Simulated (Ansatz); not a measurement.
Species: CH6OSi, SMILES `OC[SiH3]` (H–O–C–Si torsion 60°) (charge 0, multiplicity 1), formula CH6OSi.

**Question.** How many basis functions does Ansatz (a program for electronic structure) with frozen-core CCSD(T)/cc-pVTZ // r2SCAN-D4/def2-TZVP use, how many core orbitals are frozen, and how many electrons are correlated?

**Answer.** 178 basis functions and 7 frozen orbitals, which leaves 20 correlated electrons. Core time is of the order of seconds.
